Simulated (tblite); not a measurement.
Compound: C₅H₈FGaO.
SMILES with atom numbers: `[CH:1]#[C:2][Ga:3]([F:4])[O:5][CH:6]([CH3:7])[CH3:8]` (hydrogens: H9 on C1; H10 on C6; H11, H12, H13 on C7; H14, H15, H16 on C8)

Computed with GFN2-xTB (tblite), gas phase: L-BFGS steps from a force-field or distance-geometry start until the largest atomic force falls under 0.01 eV/Å.

At the end of the run (lengths in Å): C2–Ga3 1.939, Ga3–O5 1.745, O5–C6 1.413, Ga3–F4 1.759, C1≡C2 1.203, C6–H10 1.101, C7–H11 1.093, Ga3–O5–C6 129.9°, F4–Ga3–O5 124.7°, C2–Ga3–F4 118.2°, C7–C6–C8 110.9°, C2–Ga3–O5–C6 180°, Ga3–O5–C6–C7 -62°, H10–C6–O5–Ga3 180°, H10–C6–C7–H11 178°.

Question: These geometries were met on the way; a selection of coordinates is given. Order them by energy above the end point, lowest first.
A. C2–Ga3 2.165, Ga3–O5 1.678, O5–C6 1.365, Ga3–F4 1.752, C1≡C2 1.236, C6–H10 1.126, C7–H11 1.118, Ga3–O5–C6 148.6°, F4–Ga3–O5 113.1°, C2–Ga3–F4 126.9°, C7–C6–C8 104.7°, C2–Ga3–O5–C6 146°, Ga3–O5–C6–C7 124°, H10–C6–O5–Ga3 -1°, H10–C6–C7–H11 -153°
B. C2–Ga3 1.935, Ga3–O5 1.685, O5–C6 1.422, Ga3–F4 1.724, C1≡C2 1.200, C6–H10 1.098, C7–H11 1.091, Ga3–O5–C6 154.4°, F4–Ga3–O5 114.8°, C2–Ga3–F4 127.9°, C7–C6–C8 107.8°, C2–Ga3–O5–C6 156°, Ga3–O5–C6–C7 104°, H10–C6–O5–Ga3 -18°, H10–C6–C7–H11 -158°
C. C2–Ga3 1.938, Ga3–O5 1.733, O5–C6 1.417, Ga3–F4 1.754, C1≡C2 1.202, C6–H10 1.099, C7–H11 1.090, Ga3–O5–C6 137.3°, F4–Ga3–O5 124.9°, C2–Ga3–F4 118.5°, C7–C6–C8 111.5°, C2–Ga3–O5–C6 -162°, Ga3–O5–C6–C7 54°, H10–C6–O5–Ga3 -67°, H10–C6–C7–H11 176°
D. C2–Ga3 2.040, Ga3–O5 1.719, O5–C6 1.429, Ga3–F4 1.794, C1≡C2 1.215, C6–H10 1.102, C7–H11 1.083, Ga3–O5–C6 151.8°, F4–Ga3–O5 109.1°, C2–Ga3–F4 130.4°, C7–C6–C8 106.7°, C2–Ga3–O5–C6 144°, Ga3–O5–C6–C7 124°, H10–C6–O5–Ga3 2°, H10–C6–C7–H11 -157°
E. C2–Ga3 1.940, Ga3–O5 1.723, O5–C6 1.420, Ga3–F4 1.746, C1≡C2 1.203, C6–H10 1.098, C7–H11 1.087, Ga3–O5–C6 146.9°, F4–Ga3–O5 128.4°, C2–Ga3–F4 120.3°, C7–C6–C8 112.3°, C2–Ga3–O5–C6 162°, Ga3–O5–C6–C7 94°, H10–C6–O5–Ga3 -26°, H10–C6–C7–H11 -164°

Answer: C (0.110 eV), E (0.178 eV), B (0.287 eV), D (0.515 eV), A (0.906 eV).

```json
{"step": "79", "E above end (eV)": "0.110", "rms distance from the end, all atoms (Å)": "1.288", "largest force (eV/Å)": "0.051", "rms shift of all bonds from the end (Å)": "0.004"}
{"step": "19", "E above end (eV)": "0.178", "rms distance from the end, all atoms (Å)": "1.421", "largest force (eV/Å)": "0.158", "rms shift of all bonds from the end (Å)": "0.007"}
{"step": "8", "E above end (eV)": "0.287", "rms distance from the end, all atoms (Å)": "1.411", "largest force (eV/Å)": "0.659", "rms shift of all bonds from the end (Å)": "0.019"}
{"step": "3", "E above end (eV)": "0.515", "rms distance from the end, all atoms (Å)": "1.427", "largest force (eV/Å)": "1.078", "rms shift of all bonds from the end (Å)": "0.030"}
{"step": "0", "E above end (eV)": "0.906", "rms distance from the end, all atoms (Å)": "1.431", "largest force (eV/Å)": "3.439", "rms shift of all bonds from the end (Å)": "0.064"}
```

Rows stand in the order of the answer.
